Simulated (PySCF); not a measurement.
NICS in rings of unrelated molecules.

NICS is the negative of the GIAO shielding at a point without a nucleus: at the ring centre (0) and 1 Å above and below it (1); zz is the component along the ring normal. Level: GIAO PBE0/pcSseg-1 (PySCF, non-relativistic, gas phase) on the GFN2-xTB geometries, one conformer each. Atom numbers follow the mapped SMILES.

Question: Order these rings by mean NICS(1)zz, lowest (most negative) first (ppm).
A. ring C3–C4–C5–C6–C7–C9 in `[CH:1]#[C:2][c:3]1[cH:4][cH:5][cH:6][c:7]([Cl:8])[cH:9]1`
B. ring C3–C4–C6 in `[CH:1]#[C:2][C:3]1=[C:4]([Cl:5])[C:6]/1=[CH:7]/[CH:8]=[CH2:9]`
C. ring C3–C4–C5–C6–C7–C8 in `[CH3:1][O:2][C@H:3]1[CH2:4][CH:5]=[CH:6][CH2:7][CH2:8]1`
D. ring C5–C6–C7–C8–N9–C10 in `[CH3:1][CH2:2][P@H:3](=[O:4])[c:5]1[cH:6][cH:7][cH:8][n:9][cH:10]1`
E. ring C2–C3–C6–C7 in `[CH2:1]=[C:2]1[C@@H:3]([CH2:4][OH:5])[CH2:6][C@@H:7]1[CH3:8]`
F. ring C2–C3–C7 in `[CH2:1]=[C:2]1[C@@H:3]([O:4][SiH2:5][F:6])[C@H:7]1[CH:8]([F:9])[F:10]`
G. ring C4–C5–C6–O7–C8 in `[CH3:1][CH2:2][O:3][c:4]1[cH:5][cH:6][o:7][c:8]1[S-:9]` (charge -1)

Answer: D (-28.6), A (-26.1), G (-19.1), F (-17.2), B (-7.8), C (1.8), E (2.8).

```tsv
SMILES	ring	NICS(0)	NICS(1)	NICS(1)zz	HOMA	rms pucker (Å)	ring atoms with four or more neighbours
CC[P@H](=O)c1cccnc1	6-membered ring with N; formal bonds all aromatic	-7.2	-11.3	-28.6	0.99	0.00	0
C#Cc1cccc(Cl)c1	6-membered carbocycle; formal bonds all aromatic	-9.1	-10.8	-26.1	0.99	0.00	0
CCOc1ccoc1[S-]	5-membered ring with O; formal bonds all aromatic	-11.7	-8.4	-19.1	0.31	0.00	0
C=C1[C@@H](O[SiH2]F)[C@H]1C(F)F	3-membered carbocycle; formal bonds all single	-25.9	-7.5	-17.2	–	0.00	2
C#CC1=C(Cl)C/1=C/C=C	3-membered carbocycle; formal bonds 1 double, 2 single	-25.7	-6.6	-7.8	-0.04	0.00	0
CO[C@H]1CC=CCC1	6-membered carbocycle; formal bonds 1 double, 5 single	-1.6	-2.5	1.8	–	0.21	4
C=C1[C@@H](CO)C[C@@H]1C	4-membered carbocycle; formal bonds all single	2.2	-1.0	2.8	–	0.04	3
```

NICS(0) gives another order. The isotropic NICS(1) gives the same order. Over the 4 rings with a HOMA value its correlation coefficient with NICS(1)zz is -0.97. HOMA uses Krygowski's 1993 parameters; it is left out where a ring has a four-coordinate atom, a triple bond, no multiple bond or a kind of bond without parameters. NICS(1) and NICS(1)zz are means over the two faces.
